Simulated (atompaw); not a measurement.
How hard is this lead (Pb) PAW (atompaw) potential?

```json
{
  "Element": "Pb (Z = 82)",
  "Generator": "atompaw 4.2.0.5",
  "Type": "PAW",
  "Functional": "LDA (PW92)",
  "Relativity": "scalar-relativistic",
  "Frozen core": "[Xe] 4f14",
  "Valence charge": "14",
  "Reference configuration": "5d10 6s2 6p1.5 (charge +0.5)",
  "Partial waves": "6s (bound): rc 1.80 bohr; 6s channel at 0.2 Ry: rc 1.80 bohr; 6p (bound): rc 2.85 bohr; 6p channel at 0.05 Ry: rc 2.85 bohr; 5d (bound): rc 2.85 bohr; 5d channel at -1.2 Ry: rc 2.20 bohr",
  "Local potential": "bessel scheme, radius 1.90 bohr",
  "Core correction": "smooth core density matched at 2.55 bohr",
  "Augmentation charge": "besselshape compensation charge, radius 2.15 bohr; PAW radius 2.85 bohr; waves and projectors: custom rrkj gramschmidtortho"
}
```

The pseudo-atom Hamiltonian at the reference potential is diagonalised in spherical Bessel functions j_l(qr) that vanish at 20 bohr, with q² up to the cutoff. All-electron valence levels (Ry): 6s -1.1609, 6p -0.4984, 5d -1.8348.

Q: How do the lowest levels (Ry) of each channel move with the cutoff, and are there ghosts?

A:

| cutoff (Ry) | s #1 | s #2 | s #3 | p #1 | p #2 | d #1 | d #2 | f #1 | Σ f·Δε (mRy) |
| --- | --- | --- | --- | --- | --- | --- | --- | --- | --- |
| 8 | -1.2190 | -0.6972 | -0.1577 | -0.4983 | -0.0730 | -1.8142 | -0.0521 | 0.0286 | 322.7 |
| 10 | -1.5336 | -1.1362 | -0.1707 | -0.4984 | -0.0730 | -1.8301 | -0.0534 | 0.0286 | 97.2 |
| 12 | -2.0517 | -1.1583 | -0.1728 | -0.4985 | -0.0730 | -1.8341 | -0.0545 | 0.0286 | 12.3 |
| 15 | -2.3520 | -1.1599 | -0.1731 | -0.4985 | -0.0730 | -1.8347 | -0.0559 | 0.0286 | 3.7 |
| 18 | -2.5134 | -1.1600 | -0.1731 | -0.4985 | -0.0730 | -1.8347 | -0.0590 | 0.0286 | 2.9 |
| 21 | -2.5308 | -1.1603 | -0.1731 | -0.4985 | -0.0730 | -1.8348 | -0.0616 | 0.0286 | 1.7 |
| 25 | -2.5316 | -1.1606 | -0.1732 | -0.4985 | -0.0730 | -1.8348 | -0.0636 | 0.0286 | 0.9 |
| 30 | -2.5402 | -1.1608 | -0.1732 | -0.4985 | -0.0730 | -1.8348 | -0.0646 | 0.0286 | 0.5 |
| 35 | -2.5554 | -1.1608 | -0.1732 | -0.4985 | -0.0730 | -1.8348 | -0.0647 | 0.0286 | 0.4 |
| 400 | -2.5692 | -1.1609 | -0.1732 | -0.4985 | -0.0730 | -1.8348 | -0.0647 | 0.0286 | 0.0 |

Result: ghost state, extra bound levels that the all-electron valence spectrum of the same l lacks: s at -35.0 eV (a true bound ghost makes a file unfit for plane-wave use); 10 mRy is reached at 15 Ry and 1 mRy at 25 Ry.
